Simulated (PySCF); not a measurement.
C4H9O, SMILES [CH2]C(C)(C)O, multiplicity 2. Atoms are numbered in the order given.

```xyz
14

C      0.6088     1.1581     0.7972
C      0.0075     0.0407     0.0044
C     -1.1841    -0.5727     0.7413
C      1.0575    -1.0285    -0.2992
O     -0.4042     0.5215    -1.2684
H      1.2751     1.8603     0.2885
H      0.5492     1.1837     1.8881
H     -0.8828    -1.0000     1.7099
H     -1.6324    -1.3685     0.1289
H     -1.9549     0.1905     0.9354
H      0.6107    -1.8137    -0.9289
H      1.8979    -0.5831    -0.8505
H      1.4387    -1.4852     0.6252
H     -1.0057     1.2581    -1.1117
```
Charge 0, spin multiplicity 2.

Geometry: PBE0-D3(BJ)/def2-SVP. The isomer is the one that the SMILES or the coordinates give; other isomers of the formula were not compared. One conformer was computed; it need not be the lowest.

All values below come from SMD-PBE0/6-31G* in PySCF.

Solvation free energies are E(SMD) − E(gas) at the gas-phase geometry, for 1 M in both phases. In vacuum the dipole moment is 1.41 D.

| solvent | ΔG(solv) (kcal/mol) | its non-electrostatic (CDS) part | dipole (D) |
|---|---|---|---|
| water | -3.3 | 3.7 | 2.00 |
| chloroform | -4.3 | -1.1 | 1.68 |
| chlorobenzene | [?] | [?] | [?] |

Question: What belongs in the gaps? (Estimate from the structure and the level; the computed values follow.)

Answer: 
- chlorobenzene, ΔG(solv) (kcal/mol): -3.9
- chlorobenzene, its non-electrostatic (CDS) part: -1.4
- chlorobenzene, dipole (D): 1.66
